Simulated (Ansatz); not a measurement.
The first iterations of a band of F2GeH2 + H3P (9 atoms, charge 0, multiplicity 1).

These are results of RKS PBE0-D4/def2-SVP in Ansatz 0.2.0, not measurements.

- movable images: 5
- climbing image: yes
- spring: 5.0 eV/Å²
- optimiser: quadratic models (default)
- start path: through a guess of the saddle point
- force threshold: 0.03 eV/Å
- iteration limit: 60
- end points: relaxed

First end point:

```xyz
9
Properties=species:S:1:pos:R:3
Ge 0.473 0.050 -0.255
F 0.642 -0.023 1.467
H 1.872 -0.024 -0.866
H -0.432 1.235 -0.589
F -0.370 -1.402 -0.679
P -3.150 0.171 1.365
H -2.703 -0.891 0.520
H -3.791 -0.718 2.282
H -1.929 0.184 2.107
```

Last end point:

```xyz
9
Properties=species:S:1:pos:R:3
Ge -0.472 -0.323 -0.208
F 0.124 1.311 2.198
H 0.762 -0.986 0.412
H -0.247 1.091 -0.752
F -0.899 -1.305 -1.594
P -2.255 -0.359 1.276
H -3.262 -0.120 0.298
H -2.400 -1.775 1.291
H -0.739 1.048 2.430
```

| iteration | highest image above the first end (eV) | largest band force component (eV/Å) |
| --- | --- | --- |
| 1 | 4.377 | 9.704 |
| 2 | 2.912 | 3.605 |
| 3 | 2.410 | 1.599 |
| 4 | 2.020 | 1.170 |
| 5 | 1.869 | 0.877 |
| 6 | 1.775 | 1.302 |
| 7 | 1.705 | 0.855 |
| 8 | 1.980 | 0.743 |
| 9 | 2.219 | 0.974 |

**Question.** Does the band converge within its limit, and where does its top end?

**Answer.** The run converged. It ended after 29 iterations with the highest image 1.766 eV above the first end. Neighbouring images differ by up to 1.7 eV, so the band resolves the path poorly. A vibrational analysis at the climbing image gives one clearly imaginary mode, 842i cm⁻¹: a first-order saddle point. The orbitals stay closed-shell, which can raise the energy where a bond breaks towards radicals; this wasn't checked here.

Run time: 6.4 min on 2 threads of Arm Neoverse V2, with other jobs on the host, peak memory 0.27 GiB.
